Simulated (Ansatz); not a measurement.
`F[CH]([AlH2])[SiH3]` + H₂ → `FC[SiH3]` + `[AlH3]` at 700 K and 1 bar (hydrogenolysis of a C–Al bond).

Program: Ansatz. Geometries: PBE0-D4/def2-TZVP. ΔE: electronic, gas phase. CCSD(T)/CBS is the MP2 limit (def2-TZVPP, def2-QZVPP) plus CCSD(T) − MP2 in def2-TZVPP, frozen cores. This one scheme is used for every species.

```csv
species,CCSD(T)/CBS energy (Eh),H − E (kJ/mol),S (J/(mol·K))
`F[CH]([AlH2])[SiH3]`,-672.50092,228.6,469.0
H₂,-1.17544,46.8,155.3
`FC[SiH3]`,-429.90570,197.7,370.6
`[AlH3]`,-243.78045,80.2,251.4
```

H − E and S are ideal-gas, rigid-rotor, harmonic terms from PBE0-D4/def2-TZVP, for one conformer and one mirror image of each species. The MP2-based limit puts H₂ 0.8 mEh under its directly extrapolated value; such offsets cancel only in part. 1 Eh = 2625.50 kJ/mol, R = 8.31446 J/(mol·K).

Q: By hand: ΔE, ΔH, ΔS and ΔG.

A: ΔE = (-429.90570) + (-243.78045) − (-672.50092) − (-1.17544) = -0.00979 Eh = -25.7 kJ/mol. Δ(H − E) = 197.7 + 80.2 − 228.6 − 46.8 = 2.5, so ΔH = -23.2 kJ/mol. ΔS = 370.6 + 251.4 − 469.0 − 155.3 = -2.3 J/(mol·K). ΔG = -23.2 − 700 × (-2.3)/1000 = -21.6 kJ/mol.

Q: By hand: the equilibrium constant, and the temperature at which ΔG would vanish if ΔH and ΔS stayed fixed.

A: log₁₀ K = −ΔG/(RT ln 10) = 1.6. ΔG = 0 at ΔH/ΔS = 10087 K, far beyond where these terms or the molecules hold.

The number of gas molecules stays the same, so ΔS is small and ΔH decides. A doubt of 5 kJ/mol in ΔE shifts log₁₀ K by 0.4 here. Other conformers and mirror images would add mixing entropy, several J/(mol·K) or more a flexible species. These are equilibria of isolated gas molecules and say nothing of rates. Largest T1 diagnostic: 0.012 (customary marks: 0.02 for closed shells, 0.045 for open ones).
